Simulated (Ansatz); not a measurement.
`CO[SiH](O)O` and `CO[SiH](O)C=O` differ in one atom or group.

Ansatz, PBE0-D4/def2-TZVP geometries, multiplicity 1. Each molecule was computed in one conformer, which needn't be the lowest.

| property | `CO[SiH](O)O` |
| --- | --- |
| size of the dipole moment (ωB97M-V/def2-TZVPP) / D | 1.75 |
| LUMO energy (PBE0/def2-TZVPP) / eV | 0.92 |
| LUMO energy (ωB97M-V/def2-TZVPP) / eV | 2.38 |
| size of the dipole moment (B3LYP/def2-TZVPP) / D | 1.73 |
| HOMO energy (ωB97M-V/def2-TZVPP) / eV | -10.87 |
| HOMO–LUMO gap (PBE/def2-TZVPP) / eV | 6.83 |

(1) What does the change do to each property? (Best estimate.)

Answers

(1) The calculation gave: 
```csv
property,`CO[SiH](O)C=O`,shift
size of the dipole moment (ωB97M-V/def2-TZVPP) / D,2.21,0.46
LUMO energy (PBE0/def2-TZVPP) / eV,-1.75,-2.67
LUMO energy (ωB97M-V/def2-TZVPP) / eV,0.56,-1.82
size of the dipole moment (B3LYP/def2-TZVPP) / D,2.19,0.46
HOMO energy (ωB97M-V/def2-TZVPP) / eV,-9.55,1.32
HOMO–LUMO gap (PBE/def2-TZVPP) / eV,2.81,-4.02
```

With PBE0 the HOMO rises by 1.19 eV and the LUMO falls by 2.67 eV, so the gap narrows by about 3.86 eV. PBE moves the HOMO by 1.06 eV and ωB97M-V by 1.32 eV. Dipoles are sizes alone; their direction can turn.

B3LYP here is the variant with VWN-RPA as its local correlation; programs differ in this.
